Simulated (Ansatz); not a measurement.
Reaction (formal exchange of groups at a C–Ge bond): `[BH2][GeH]([CH3])[F]` + `CC=N` → `CC(C)=N` + `[BH2][GeH2][F]`

Computed with Ansatz on PBE0-D4/def2-TZVP structures; ΔE is electronic, products minus reactants. CCSD(T)/CBS is the MP2 limit (def2-TZVPP, def2-QZVPP) plus CCSD(T) − MP2 in def2-TZVPP, frozen cores. Functionals use def2-TZVPP. B3LYP here is the variant with VWN-RPA as its local correlation; programs differ in this. For Ge outer-core shells are correlated without core-valence functions, which leaves a few kJ/mol of doubt a bond. Scalar relativity is left out up to krypton. One conformer a species, not always the lowest.

| level | ΔE (kJ/mol) | difference from CCSD(T)/CBS |
| --- | --- | --- |
| PBE-D4 | 12.5 | -3.7 |
| r2SCAN-D4 | 12.3 | -3.9 |
| PBE0-D4 | 11.8 | -4.4 |
| B3LYP-D4 | 13.0 | -3.2 |
| ωB97X-V | 11.5 | -4.7 |
| ωB97M-V | 13.0 | -3.2 |
| B2PLYP | 15.0 | -1.2 |
| PBE | 13.2 | -3.0 |
| r2SCAN | 12.5 | -3.7 |
| PBE0 | 12.3 | -3.9 |
| B3LYP | 14.0 | -2.2 |
| HF/def2-TZVPP | 11.0 | -5.2 |
| MP2/def2-TZVPP | 17.0 | 0.8 |
| SCS-MP2/def2-TZVPP | 16.0 | -0.2 |
| CCSD/def2-TZVPP | 16.2 | 0.0 |
| CCSD(T)/def2-TZVPP | 16.3 | 0.1 |
| HF/def2-QZVPP | 10.1 | -6.1 |
| MP2/def2-QZVPP | 16.6 | 0.4 |
| SCS-MP2/def2-QZVPP | 15.7 | -0.5 |
| HF/CBS(def2) | 10.0 | -6.2 |
| MP2/CBS(def2) | 16.8 | 0.6 |
| CCSD/CBS(def2) | 16.1 | -0.1 |
| CCSD(T)/CBS | 16.2 | 0 |

Largest T1 diagnostic among the species: 0.012.

In def2-TZVPP, CCSD(T) changes the Hartree–Fock value by +5.3 kJ/mol (the triples alone add +0.1 kJ/mol) and MP2 by +6.0 kJ/mol.
